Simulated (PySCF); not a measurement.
Radial density of K³⁺ (potassium, charge +3)

UHF, [Ne] 3s2 3p4, high-spin 3P determinant. Computed with PySCF 2.14 in cc-pVDZ-X2C (5s4p2d, 27 functions), with scalar relativity by spin-free X2C-1e.

| r (bohr) | 4πr²ρ (e/bohr) | 4πr²(ρα − ρβ) |
| --- | --- | --- |
| 0.00105 | 0.07769 | 0.0000 |
| 0.00177 | 0.2034 | 0.0000 |
| 0.00298 | 0.5274 | 0.0000 |
| 0.00501 | 1.331 | 0.0000 |
| 0.00843 | 3.199 | 0.0001 |
| 0.0142 | 7.071 | 0.0003 |
| 0.0238 | 13.58 | 0.0019 |
| 0.0401 | 20.56 | 0.0110 |
| 0.0675 | 21.50 | 0.0523 |
| 0.113 | 16.06 | 0.1796 |
| 0.191 | 18.90 | 0.3462 |
| 0.321 | 21.54 | 0.1787 |
| 0.540 | 8.066 | 0.1009 |
| 0.908 | 4.866 | 1.3328 |
| 1.53 | 3.727 | 1.2679 |
| 2.57 | 0.4621 | 0.1882 |
| 4.32 | 0.0003902 | 0.0000 |
| 7.27 | 0.0003929 | 0.0002 |
| 12.2 | 0.0001848 | 0.0001 |

Densities and radii are taken from the X2C orbitals without a picture-change correction, which distorts them close to the nucleus.
